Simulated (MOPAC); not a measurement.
MOPAC input (PM7):

```
PM7 FORCE THERMO(298,298) PRECISE LET CHARGE=1 GEO-OK AUX(PRECISION=9) THREADS=1
H2BBr2O

O    -1.82113214 1   -0.55155113 1    0.07206412 1
B    -0.33537354 1   -0.10157228 1    0.01327053 1
Br   -0.13130844 1    1.57861891 1    0.71494293 1
Br    0.71396007 1   -1.40215569 1   -0.73799991 1
H    -2.57453498 1   -0.01056097 1    0.43919711 1
H    -2.17280567 1   -1.42722729 1   -0.25134014 1
```

From the output:

```
     H    6   3.279481   0.456644   0.036586   0.090402   0.535087   3.770281

          HEAT OF FORMATION =      84.711602 KCALS/MOLE

          ZERO POINT ENERGY      15.253 KCAL/MOL

           NORMAL COORDINATE ANALYSIS (Total motion = 1 Angstrom)

   Root No.       1         2         3         4         5         6         7         8

                 1 A1      1 B2      1 A2      1 B1      2 B1      2 A1      2 B2      3 A1

                 157.1     182.6     236.3     295.4     354.2     385.7     720.9     778.9

           1   -0.1947   -0.0000    0.0000    0.0000    0.0000    0.2282   -0.0000   -0.1979
           2   -0.0000    0.2042   -0.0000    0.0000    0.0000    0.0000    0.0645   -0.0000
           3    0.0000    0.0000    0.0000   -0.0779   -0.0749   -0.0000    0.0000   -0.0000
           4   -0.2049    0.0000   -0.0000   -0.0000   -0.0000    0.1631   -0.0000    0.3771
           5   -0.0000   -0.0381    0.0000   -0.0000   -0.0000    0.0000    0.0878    0.0000
           6   -0.0000   -0.0000    0.0000    0.5254    0.0122    0.0000    0.0000    0.0000
           7    0.0357   -0.0326   -0.0000    0.0000   -0.0000   -0.0366   -0.0042   -0.0033
           8   -0.1065   -0.0218   -0.0000    0.0000   -0.0000   -0.0801   -0.0098   -0.0096
           9   -0.0000   -0.0000    0.0030   -0.0256    0.0009   -0.0000   -0.0000   -0.0000
          10    0.0357    0.0326    0.0000    0.0000   -0.0000   -0.0366    0.0042   -0.0033
          11    0.1065   -0.0218    0.0000    0.0000   -0.0000    0.0801   -0.0098    0.0096
          12    0.0000    0.0000   -0.0030   -0.0256    0.0009    0.0000   -0.0000    0.0000
          13   -0.1878    0.1401    0.0000    0.0000   -0.0000    0.2163   -0.3570   -0.1934
          14    0.0017    0.3094    0.0000    0.0000   -0.0000   -0.0001   -0.2080   -0.0594
          15    0.0000    0.0000   -0.4970   -0.1728    0.4556   -0.0000   -0.0000   -0.0000
          16   -0.1878   -0.1401   -0.0000    0.0000   -0.0000    0.2163    0.3570   -0.1934
          17   -0.0017    0.3094   -0.0000    0.0000   -0.0000    0.0001   -0.2080    0.0594
          18    0.0000    0.0000    0.4970   -0.1728    0.4556   -0.0000    0.0000   -0.0000

   Root No.       9        10        11        12

                 3 B2      4 A1      4 B2      5 A1

                1003.0    1438.1    2502.6    2614.7

           1    0.0000   -0.0499    0.0000   -0.0272
           2   -0.0456   -0.0000   -0.0474   -0.0000
           3   -0.0000    0.0000    0.0000    0.0000
           4   -0.0000    0.0059   -0.0000   -0.0079
           5    0.2914    0.0000    0.0003   -0.0000
           6    0.0000    0.0000    0.0000    0.0000
           7   -0.0065   -0.0003    0.0001   -0.0000
           8   -0.0172   -0.0002   -0.0001    0.0001
           9    0.0000   -0.0000   -0.0000   -0.0000
          10    0.0065   -0.0003   -0.0001   -0.0000
          11   -0.0172    0.0002   -0.0001   -0.0001
          12    0.0000   -0.0000    0.0000    0.0000
          13    0.2700    0.3839   -0.2882    0.2619
          14    0.1587    0.2742    0.3789   -0.4050
          15    0.0000    0.0000    0.0000   -0.0000
          16   -0.2700    0.3839    0.2882    0.2619
          17    0.1587   -0.2742    0.3789    0.4050
          18   -0.0000    0.0000    0.0000    0.0000

           MASS-WEIGHTED COORDINATE ANALYSIS (NORMAL COORDINATES)

   Root No.       1         2         3         4         5         6         7         8

                 1 A1      1 B2      1 A2      1 B1      2 B1      2 A1      2 B2      3 A1

                 157.1     182.6     236.3     295.4     354.2     385.7     720.9     778.9

           1   -0.4389   -0.0000    0.0000    0.0000    0.0000    0.5828   -0.0000   -0.5262
           2   -0.0000    0.7581   -0.0000    0.0000    0.0000    0.0000    0.3606   -0.0000
           3    0.0000    0.0000    0.0000   -0.1729   -0.4194   -0.0000    0.0000   -0.0000
           4   -0.3795    0.0000   -0.0000   -0.0000   -0.0000    0.3423   -0.0000    0.8242
           5   -0.0000   -0.1163    0.0000   -0.0000   -0.0000    0.0000    0.4035    0.0000
           6   -0.0000   -0.0000    0.0000    0.9589    0.0561    0.0000    0.0000    0.0000
           7    0.1799   -0.2705   -0.0000    0.0000   -0.0000   -0.2089   -0.0525   -0.0193
           8   -0.5366   -0.1806   -0.0000    0.0000   -0.0000   -0.4569   -0.1221   -0.0572
           9   -0.0000   -0.0000    0.0377   -0.1269    0.0116   -0.0000   -0.0000   -0.0000
          10    0.1799    0.2705    0.0000    0.0000   -0.0000   -0.2089    0.0525   -0.0193
          11    0.5366   -0.1806    0.0000    0.0000   -0.0000    0.4569   -0.1221    0.0572
          12    0.0000    0.0000   -0.0377   -0.1269    0.0116    0.0000   -0.0000    0.0000
          13   -0.1063    0.1305    0.0000    0.0000   -0.0000    0.1387   -0.5008   -0.1291
          14    0.0009    0.2883    0.0000    0.0000   -0.0000   -0.0001   -0.2918   -0.0396
          15    0.0000    0.0000   -0.7061   -0.0963    0.6406   -0.0000   -0.0000   -0.0000
          16   -0.1063   -0.1305   -0.0000    0.0000   -0.0000    0.1387    0.5008   -0.1291
          17   -0.0009    0.2883   -0.0000    0.0000   -0.0000    0.0001   -0.2918    0.0396
          18    0.0000    0.0000    0.7061   -0.0963    0.6406   -0.0000    0.0000   -0.0000

   Root No.       9        10        11        12

                 3 B2      4 A1      4 B2      5 A1

                1003.0    1438.1    2502.6    2614.7

           1    0.0000   -0.2853    0.0000   -0.1568
           2   -0.1662   -0.0000   -0.2699   -0.0000
           3   -0.0000    0.0000    0.0000    0.0000
           4   -0.0000    0.0279   -0.0000   -0.0376
           5    0.8736    0.0000    0.0015   -0.0000
           6    0.0000    0.0000    0.0000    0.0000
           7   -0.0533   -0.0032    0.0007   -0.0005
           8   -0.1398   -0.0028   -0.0008    0.0012
           9    0.0000   -0.0000   -0.0000   -0.0000
          10    0.0533   -0.0032   -0.0007   -0.0005
          11   -0.1398    0.0028   -0.0008   -0.0012
          12    0.0000   -0.0000    0.0000    0.0000
          13    0.2471    0.5513   -0.4122    0.3789
          14    0.1453    0.3937    0.5419   -0.5860
          15    0.0000    0.0000    0.0000   -0.0000
          16   -0.2471    0.5513    0.4122    0.3789
          17    0.1453   -0.3937    0.5419    0.5860
          18   -0.0000    0.0000    0.0000    0.0000

          DESCRIPTION OF VIBRATIONS

 VIBRATION          1    1A1         ATOM PAIR     ENERGY CONTRIBUTION    RADIAL
 FREQUENCY           157.08         O 1 -- Br3         +19.0% (218.6%)      3.8%
 TRANSITION DIPOLE   1.3280         O 1 -- Br4         +19.0% (218.6%)      3.8%
 TRAVEL (Ang.)       0.1579         O 1 -- B 2         +16.7% (204.7%)    100.0%
 REDUCED MASS       17.2200         O 1 -- H 5         +12.5% (177.0%)     33.3%
 EFFECTIVE MASS    108.5286         O 1 -- H 6         +12.5% (177.0%)     33.3%
 FORCE CONSTANT      0.2503         B 2 -- Br4         +10.2% (160.0%)     15.1%
                            B 2 -- Br3         +10.2% (160.0%)     15.1%

 VIBRATION          2    1B2         ATOM PAIR     ENERGY CONTRIBUTION    RADIAL
 FREQUENCY           182.55         O 1 -- B 2         +22.5% (325.4%)      0.0%
 TRANSITION DIPOLE   0.4539         O 1 -- Br4         +21.6% (318.5%)     65.2%
 TRAVEL (Ang.)       0.2282         O 1 -- Br3         +21.6% (318.5%)     65.2%
 REDUCED MASS        7.0938         O 1 -- H 5         +16.6% (279.6%)     88.4%
 EFFECTIVE MASS    116.4188         O 1 -- H 6         +16.6% (279.6%)     88.4%
 FORCE CONSTANT      0.1393

 VIBRATION          3    1A2         ATOM PAIR     ENERGY CONTRIBUTION    RADIAL
 FREQUENCY           236.34         O 1 -- H 5         +50.0% ( 84.6%)      0.0%
 TRANSITION DIPOLE   0.0000         O 1 -- H 6         +50.0% ( 84.6%)      0.0%
 TRAVEL (Ang.)       0.7543
 REDUCED MASS        0.5014
 EFFECTIVE MASS      1.0542
 FORCE CONSTANT      0.0165

 VIBRATION          4    1B1         ATOM PAIR     ENERGY CONTRIBUTION    RADIAL
 FREQUENCY           295.41         O 1 -- B 2         +34.1% ( 96.1%)      0.0%
 TRANSITION DIPOLE   0.9521         B 2 -- Br4         +32.4% ( 93.8%)      0.0%
 TRAVEL (Ang.)       0.1576         B 2 -- Br3         +32.4% ( 93.8%)      0.0%
 REDUCED MASS        9.1935         O 1 -- Br4          +0.3% (  9.7%)      0.0%
 EFFECTIVE MASS     12.0374
 FORCE CONSTANT      0.4727

 VIBRATION          5    2B1         ATOM PAIR     ENERGY CONTRIBUTION    RADIAL
 FREQUENCY           354.22         O 1 -- H 6         +44.1% ( 65.9%)      0.0%
 TRANSITION DIPOLE   1.8524         O 1 -- H 5         +44.1% ( 65.9%)      0.0%
 TRAVEL (Ang.)       0.4777         O 1 -- B 2          +4.4% ( 20.8%)      0.0%
 REDUCED MASS        0.8344         O 1 -- Br4          +3.5% ( 18.6%)      0.0%
```

The dipole moment of an ion depends on the origin.
